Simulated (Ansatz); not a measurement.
BrH2InOS, SMILES `[OH][In]([SH])[Br]`. Charge 0, multiplicity 1. In takes the def2 core potential. All single points use the PBE0-D4/def2-TZVP geometry. It is one conformer, not always the lowest.

```xyz
6

O    -0.541    1.310    1.517
In   -0.209   -0.135    0.223
S     1.204    0.107   -1.661
Br   -1.363   -2.244    0.678
H    -0.070    2.120    1.302
H     0.978   -1.157   -2.059
```

(1) What is the dipole moment at r2SCAN/def2-TZVPP? (Estimate.)

(2) And with PBE, B3LYP, ωB97M-V? (An estimate is asked.)

(3) Give the Mulliken charges with r2SCAN, B3LYP, PBE in def2-TZVPP. (Best estimate.)

## Answers

(1) The calculation gave: 1.91 D, with components (1.19, 0.91, -1.19) D in this frame, pointing from negative to positive charge.

(2) Ansatz gave: PBE 1.85 D, B3LYP 1.96 D, ωB97M-V 1.96 D.

(3) Computed: 
| atom | r2SCAN | B3LYP | PBE |
| --- | --- | --- | --- |
| O1 | -0.50 | -0.48 | -0.43 |
| In2 | 0.85 | 0.84 | 0.77 |
| S3 | -0.34 | -0.33 | -0.33 |
| Br4 | -0.33 | -0.33 | -0.32 |
| H5 | 0.19 | 0.17 | 0.18 |
| H6 | 0.13 | 0.13 | 0.14 |

B3LYP here is the variant with VWN-RPA as its local correlation; programs differ in this.
